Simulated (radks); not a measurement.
Values are calculated unless marked as measured or tabulated.
The nuclear charge of neutral palladium is varied continuously with 46 electrons held in [Kr] 4d10. Code: a radial shooting solver on a logarithmic mesh with Libxc functionals. Model: Dirac Kohn-Sham, PBE, spin-unpolarised, spherical densities, finite nucleus; Fermi nuclear charge, rms radius 4.5318 fm. By the Hellmann-Feynman theorem dE/dZ = E(electron-nucleus)/Z, the electronic potential at the nucleus (averaged over a nucleus of fixed radius).

| Z | E (hartree) | E(electron-nucleus)/Z (hartree) | HOMO | e(HOMO) (eV) | <r> HOMO (bohr) |
|---|---|---|---|---|---|
| 45.8 | -4993.81652 | -264.322 | 4d5/2 | -2.069 | 1.666 |
| 46 | -5046.84357 | -265.948 | 4d5/2 | -3.881 | 1.606 |
| 46.2 | -5100.19563 | -267.572 | 4d5/2 | -5.881 | 1.554 |
| 46.4 | -5153.87222 | -269.194 | 4d5/2 | -8.047 | 1.508 |
| 46.6 | -5207.87300 | -270.814 | 4d5/2 | -10.365 | 1.468 |
| 46.8 | -5262.19770 | -272.433 | 4d5/2 | -12.823 | 1.430 |
| 47 | -5316.84615 | -274.051 | 4d5/2 | -15.415 | 1.396 |

The central difference of E at Z = 46 is -265.948 hartree, to compare with the third column; the second derivative is -8.13 hartree.
